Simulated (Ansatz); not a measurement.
Cost and result for the atomization energy of Cl$_{2}$H$_{5}$NSi$_{2}$ (`N[Si]([SiH3])(Cl)Cl`) (10 atoms, 9 bonds).

```xyz
10

N     1.291    0.938    0.840
Si    0.696   -0.259   -0.208
Si   -1.630   -0.215   -0.354
Cl    1.568    0.105   -2.030
Cl    1.233   -2.184    0.327
H     0.962    0.986    1.792
H     2.245    1.253    0.758
H    -2.077    1.072   -0.947
H    -2.198   -0.349    1.015
H    -2.092   -1.349   -1.193
```

Charge 0, multiplicity 1. All single points use the PBE0-D4/def2-TZVP geometry. It is one conformer, not always the lowest. Program: Ansatz. All runs use 4 threads of an Arm Neoverse V1 on a shared host. Times are those of one run each, without the atoms' runs, and a repeat can differ threefold. Electronic energies, without spin–orbit coupling; frozen cores. CCSD(T)/CBS adds CCSD(T) − MP2 in def2-TZVPP to the MP2 limit, and its time is that of the two runs behind it. T1 = 0.011. B3LYP takes the VWN-RPA correlation (the form of Gaussian; ORCA's B3LYP/G).

CCSD(T)/CBS is a level of theory with its own doubt, some kJ/mol a heavy atom from the limit and from the frozen cores, so smaller differences don't rank the functionals.

```csv
level,functions,wall time,atomization (kJ/mol),difference from CCSD(T)/CBS,per bond
revPBE-D4/def2-TZVPP,269,2.4 s,3157.5,-53.6,-6.0
PBE-D4/def2-TZVPP (with forces),269,3.2 s,3222.3,11.2,1.2
CCSD(T)/def2-SVP,111,4.3 s,2915.6,-295.5,-32.8
PBE0-D4/def2-TZVPP,269,4.5 s,3188.5,-22.6,-2.5
B2PLYP/def2-TZVPP,269,6.5 s,3145.8,-65.3,-7.3
B3LYP-D4/def2-TZVPP (with forces),269,7 s,3191.3,-19.8,-2.2
PBE-QIDH/def2-TZVPP,269,7 s,3171.0,-40.1,-4.5
ωB97X-V/def2-TZVPP,269,11 s,3235.2,24.1,2.7
B97M-V/def2-TZVPP,269,13 s,3232.8,21.7,2.4
ωB97M-V/def2-TZVPP (with forces),269,15 s,3221.4,10.3,1.1
MP2/def2-QZVPP,487,24 s,3208.3,-2.8,-0.3
CCSD(T)/def2-TZVPP,269,2.9 min,3099.1,-112.0,-12.4
CCSD(T)/CBS(def2),–,3.3 min,3211.1,0.0,0.0
```

Leaving LDA and LC-ωPBE aside and taking each functional with its dispersion term where it has one, the values, not all of them listed here, spread over 104.4 kJ/mol, from BHLYP-D4 to ωB97X-V. LDA lies +419.0 kJ/mol from PBE without D4, its usual overbinding. From PBE to PBE0 (25 % exact exchange), in def2-TZVPP and without D4, the atomization energy moves by −29.5 kJ/mol: exact exchange takes away binding that semilocal exchange gives to molecules. The D4 term adds +51.0 kJ/mol with B3LYP and +27.0 kJ/mol with PBE0; it sums over pairs of atoms, weighted by their polarisabilities, and B3LYP, whose exchange is more repulsive, gets the larger term.
